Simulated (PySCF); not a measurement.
# Electron correlation in P(2+) (phosphorus, charge +2)

[Ne] 3s2 3p1, 2P determinant. Computed with PySCF 2.14 in aug-cc-pCVTZ-DK (8s7p5d3f, 75 functions), with scalar relativity by spin-free X2C-1e. Frozen: [Ne]; 3 electrons correlated.

| level | correlation energy (mhartree) |
| --- | --- |
| CCSD | -65.38 |
| (T) | -1.06 |
| CCSD(T) | -66.44 |

Diagnostics: T1 = 0.012, D1 = 0.0270, largest double amplitude 0.107.

Cost of the coupled-cluster step: about 27 core-seconds, for 3 correlated electrons.

Iterations:

```
CC2 = 0
CCSD nocc = (np.int64(2), np.int64(1)), nmo = (70, 70)
frozen orbitals [[0, 1, 2, 3, 4], [0, 1, 2, 3, 4]]
max_cycle = 100
direct = 0
conv_tol = 1e-08
conv_tol_normt = 1e-06
diis_space = 8
diis_start_cycle = 0
Init t2, MP2 energy = -0.0468271063868744
Init E_corr(UCCSD) = -0.0468271063931789
cycle = 1  E_corr(UCCSD) = -0.0584037851517336  dE = -0.0115766788  norm(t1,t2) = 0.0507556
cycle = 2  E_corr(UCCSD) = -0.062421380938431  dE = -0.00401759579  norm(t1,t2) = 0.0218857
cycle = 3  E_corr(UCCSD) = -0.0653807957216156  dE = -0.00295941478  norm(t1,t2) = 0.0102515
cycle = 4  E_corr(UCCSD) = -0.0653608810263323  dE = 1.99146953e-05  norm(t1,t2) = 0.00123902
cycle = 5  E_corr(UCCSD) = -0.06538327682472  dE = -2.23957984e-05  norm(t1,t2) = 0.000156061
cycle = 6  E_corr(UCCSD) = -0.0653763522698346  dE = 6.92455489e-06  norm(t1,t2) = 2.82256e-05
cycle = 7  E_corr(UCCSD) = -0.0653790108228557  dE = -2.65855302e-06  norm(t1,t2) = 8.68389e-06
cycle = 8  E_corr(UCCSD) = -0.0653783078891113  dE = 7.02933744e-07  norm(t1,t2) = 2.51413e-06
cycle = 9  E_corr(UCCSD) = -0.0653782792844058  dE = 2.86047055e-08  norm(t1,t2) = 2.56586e-07
cycle = 10  E_corr(UCCSD) = -0.0653782992880817  dE = -2.00036759e-08  norm(t1,t2) = 8.14022e-08
cycle = 11  E_corr(UCCSD) = -0.0653782983594452  dE = 9.28636529e-10  norm(t1,t2) = 3.79272e-08
UCCSD converged
E(UCCSD) = -340.5295663188124  E_corr = -0.06537829835944517
UCCSD(T) correction = -0.00105863467403926
```
